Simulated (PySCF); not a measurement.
Molecule: `COC(=O)OCC(F)(F)F`, C$_{4}$H$_{5}$F$_{3}$O$_{3}$.

Geometry (Å), atoms numbered from 1 in this order:
```xyz
15

C     2.9471    0.4850   -0.0610
O     1.8063   -0.2451    0.3847
C     0.7273   -0.1333   -0.3659
O     0.6156    0.4943   -1.3762
O    -0.2533   -0.8877    0.1861
C    -1.5120   -0.8248   -0.4424
C    -2.4371    0.1240    0.3257
F    -3.5960    0.2858   -0.3284
F    -2.7419   -0.3355    1.5426
F    -1.9003    1.3350    0.4871
H     3.1723    0.2447   -1.1014
H     2.7667    1.5579    0.0245
H     3.7627    0.1817    0.5895
H    -1.9497   -1.8259   -0.4296
H    -1.4121   -0.4482   -1.4686
```

Frames of a GFN2-xTB Langevin trajectory at 200 K; GIAO PBE0/pcSseg-1 shieldings in PySCF 2.14.0 with density-fitted response routines, gas phase, non-relativistic; equivalent atoms averaged within each frame.

δ = σ(ref) − σ, references computed at the same level: TMS for ¹³C (σ = 186.93 ppm) and ¹H (σ = 31.72 ppm); ¹⁷O (σ = 336.08 ppm) against H2O; ¹⁹F (σ = 170.95 ppm) vs CFCl3. The references are static minima.

**Question.** How do the shifts (ppm) fluctuate along the trajectory?

**Answer.** 
```tsv
time (fs)	C3	C7	C6	C1	O4	O5	O2	F8/F9/F10	H14/H15	H11/H12/H13
250	159.2	131.5	66.4	52.1	282.1	157.9	123.4	-88.2	5.28	3.92
425	164.1	128.3	67.1	56.4	307.8	155.8	142.3	-91.3	4.63	4.20
625	161.2	130.5	71.0	55.5	290.5	155.6	140.1	-91.1	5.18	4.40
800	158.1	126.1	62.0	61.9	290.7	136.8	137.6	-98.1	3.95	4.95
1000	162.2	133.7	75.8	57.9	309.4	155.2	143.4	-83.2	5.58	4.32
mean of frames	160.9	130.0	68.5	56.8	296.1	152.3	137.4	-90.4	4.92	4.36
standard deviation	2.4	2.9	5.2	3.6	12.0	8.7	8.1	5.4	0.64	0.38
```

5 frames give an uncertainty of the mean of about the standard deviation over 2.2 at best, since frames this close in time may not be independent; classical motion lacks zero-point vibration, and the reference would need the same averaging.
